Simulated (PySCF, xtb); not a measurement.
CH8N2OSi, SMILES CN[Si@@H](N)O.

GFN2-xTB (xtb) at its own geometry gives an orbital gap of 6.42 eV and a dipole moment of 1.36 D.

The structure is a stationary point at ωB97X-D3(BJ)/def2-SVP. The structure was generated by enumeration; whether it is a known compound was not checked. One conformer was computed; it need not be the lowest.

### Question
What does ωB97X/def2-TZVP (PySCF) give? (An estimate is asked for; the answer gives what the named calculation found.)

### Answer
gap 12.33 eV (levels -9.20 and 3.13 eV), dipole 0.95 D.
